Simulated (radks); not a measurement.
Values are calculated unless marked as measured or tabulated.
The mean radii <r> (bohr) of the occupied orbitals of an atom or ion are listed with their occupations. Level of theory: Dirac Kohn-Sham, PBEsol, spin-unpolarised, spherical densities, point nucleus (a radial shooting solver on a logarithmic mesh with Libxc functionals).

orbital  occ.      <r>
1s1/2       2  0.03186
2s1/2       2   0.1380
2p1/2       2   0.1172
2p3/2       4   0.1221
3s1/2       2   0.3792
3p1/2       2   0.3713
3p3/2       4   0.3821
3d3/2       4   0.3555
3d5/2       6   0.3590
4s1/2       2   0.9324
4p1/2       2   0.9944
4p3/2       4    1.022
4d3/2       4    1.244
4d5/2       2    1.255

Name the element and its charge. Open shells, if any, fill j = l - 1/2 first.

Answer. Z = 46, palladium, charge +4: Pd4+ in [Kr] 4d6. The 1s radius gives Z: for a bare nucleus <r> = (2 gamma + 1)/(2Z) with gamma = sqrt(1 - (Z/c)^2), 0.03135 bohr for Z = 46, and screening makes it slightly larger (0.03186 here). The occupations add up to 42, and the charge is Z minus that.
